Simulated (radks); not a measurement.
Removal energies from the tungsten ion W9+, [Kr] 4d10 4f14 5s2 5p(1/2: 2, 3/2: 1), by Delta-SCF beside the eigenvalue of the level emptied. All-electron calculation, Dirac Kohn-Sham, relativistic LDA (MacDonald-Vosko exchange, VWN5 correlation), spin-unpolarised, spherical densities, finite nucleus; Fermi nuclear charge, rms radius of each element as measured or else 0.836 A^(1/3) + 0.57 fm. Program: a radial shooting solver on a logarithmic mesh with Libxc functionals. Sub-shells are occupied by j as written (lower j first in brackets).

removed from                                  final configuration  Delta-SCF (eV)  -eigenvalue (eV)
5p3/2                       [Kr] 4d10 4f14 5s2 5p(1/2: 2, 3/2: 0)          178.20            168.56
4f7/2         [Kr] 4d10 4f(5/2: 6, 7/2: 7) 5s2 5p(1/2: 2, 3/2: 1)          186.91            171.57
4f5/2         [Kr] 4d10 4f(5/2: 5, 7/2: 8) 5s2 5p(1/2: 2, 3/2: 1)          189.34            173.89
5p1/2                       [Kr] 4d10 4f14 5s2 5p(1/2: 1, 3/2: 1)          191.07            180.88
